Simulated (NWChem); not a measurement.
System: disulfane (H₂S₂); SMILES SS

Results from NWChem. Pople sets run with spherical d functions. The geometry was optimised at PBE0/def2-SVP. Static field.

Q: Taking PBE/aug-cc-pVTZ as the yardstick, which of these has the fewest basis functions while keeping “isotropic polarisability (bohr³)” within 2 % of it: PBE/def2-SVP; PBE/def2-SVPD; PBE/def2-TZVPD; PBE/6-31+G*; PBE/Sadlej pVTZ; PBE/6-31G*; PBE/aug-cc-pVDZ; PBE/def2-TZVP?

A: PBE/def2-SVPD (a larger set in the list lies outside the tolerance).
| level | basis functions | isotropic polarisability (bohr³) |
|---|---|---|
| PBE/6-31G* | 40 | 30.8 |
| PBE/def2-SVP | 46 | 29.6 |
| PBE/6-31+G* | 48 | 35.9 |
| PBE/def2-SVPD | 70 | 45.6 |
| PBE/aug-cc-pVDZ | 72 | 44.5 |
| PBE/Sadlej pVTZ | 82 | 46.4 |
| PBE/def2-TZVP | 86 | 36.5 |
| PBE/def2-TZVPD | 110 | 46.4 |
| PBE/aug-cc-pVTZ | 146 | 46.0 |

The yardstick is one finite set, not the basis-set limit.
